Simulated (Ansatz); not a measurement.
A structure relaxed at PBE-D4/def2-SVP in Ansatz, charge 1, singlet:

```xyz
3

Tl   -2.119    0.237   -0.253
Tl    0.763   -1.160    1.639
Tl    1.357    0.923   -1.385
```

Task: Give its formula and point group.

Result: Tl₃⁺. Point group D3h (tolerance 0.1 Å).

Task: Summarise the bond lengths by kind (pairs closer than 1.2 times the sum of covalent radii, bridged metal pairs left out).

Result: .

In the def2 sets Tl takes a core potential; there is no spin–orbit coupling. The restricted singlet is unstable towards broken spin symmetry at other levels; at PBE-D4/def2-SVP this wasn't settled. At PBE-D4/def2-SVP a triplet of charge 1 lies 0.16 eV below the restricted singlet, each at its own geometry. The structure comes from a short search, and lower isomers may exist.
